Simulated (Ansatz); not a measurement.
A search over several starts for the lowest SCF solution of (LiCl)3 ring (Li3Cl3) at the given spin, in a small basis.

```yaml
crystal:
  periodic: [false, false, false]
  atoms:
    - {symbol: Li, position_ang: [1.382215, 0.477525, -1.218137]}
    - {symbol: Cl, position_ang: [-0.415993, 1.606860, -1.696595]}
    - {symbol: Li, position_ang: [-1.715645, 0.810879, -0.142556]}
    - {symbol: Cl, position_ang: [-1.723607, -0.595323, 1.518771]}
    - {symbol: Li, position_ang: [0.333662, -1.288711, 1.360944]}
    - {symbol: Cl, position_ang: [2.139359, -1.011230, 0.177573]}
basis:
  gaussian: {orbitals: def2-SVP, initial_orbitals: start.molden}
hamiltonian: {xc: pbe0, dispersion: d4}
output: {orbitals: {seedname: orbitals}}
```

The file start.molden holds the orbitals of an earlier run on this structure, at another level or in another basis.

```sh
$ ansatz run in.yaml --threads 4 --pin off --events-out ev --progress --plain --max-ram 3916MiB
```

Output, abridged:

```
Functional definition: PBE0
861 factors; integrals over basis functions are off by at most 3.5e-4 eV
mean field evaluation 1: about -38165.9831 eV, gradient 6.8e0 eV
mean field evaluation 2: about -38166.0403 eV, gradient 8.6e-2 eV
mean field evaluation 4: about -38166.1007 eV, gradient 2.8e-4 eV
mean field evaluation 8: about -38164.2013 eV, gradient 2.6e1 eV
mean field evaluation 16: about -38166.1007 eV, gradient 2.6e-4 eV
mean field -38166.10069397 eV, -1402.5783305912 hartree, gradient 2.4e-5 eV, S^2 0.000000; 1 other end points of the search recorded, 0 dependent functions left out
reference -38166.10078113 eV, -1402.5783337941 hartree; 30, 30 occupied and 51, 51 virtual orbitals, 861 factors
Total energy: -38166.22065256 eV, -1402.5827389880 hartree
```

Run time 2.1 s (4 threads of Intel Xeon on a shared host).
